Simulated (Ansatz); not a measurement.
Ideal-gas functions of GeH3N (`[NH2][GeH]`) at 800 K and 1 bar, from an Ansatz frequency run at PBE0-D4/def2-TZVP.

Molar mass 89.64 g/mol, point group Cs (symmetry number 1), electronic degeneracy 1, moments of inertia 3.954, 47.425, 51.379 u Å². Harmonic wavenumbers (cm⁻¹, unscaled): 494, 644, 699, 718, 885, 1572, 1888, 3590, 3700.

Use S(trans) = R[1.5 ln M + 2.5 ln T − 1.1517]; rotational temperatures θ = 24.2544 K / I; S(rot) = R[ln(√π/σ · √(T³/θAθBθC)) + 1.5]; for each mode x = 1.438777 ν̃/T, S = R[x/(eˣ − 1) − ln(1 − e⁻ˣ)] and H = RT x/(eˣ − 1); 1 cm⁻¹ = 0.0119627 kJ/mol; R = 8.31446 J/(mol·K).

**Question.** By hand: the entropy, in J/(mol·K).

**Answer.** Translation 185.4. Rotation: θ = 6.1341, 0.5114, 0.4721 K, giving 99.0. Vibration, mode by mode: 9.57, 7.54, 6.94, 6.74, 5.28, 1.99, 1.26, 0.10, 0.08, in all 39.5. Electronic 0.0. Sum 323.9 J/(mol·K).

**Question.** By hand: H − E and G − E in kJ/mol, counted from the electronic energy.

**Answer.** Zero-point energy ½ × 14190 × 0.0119627 = 84.9; thermal vibration 19.0; translation, rotation and pV give 4 RT = 26.6. H − E = 130.5 kJ/mol, and G − E = 130.5 − 800 × 323.9/1000 = -128.6 kJ/mol.

Vibration gives 12 % of the entropy.
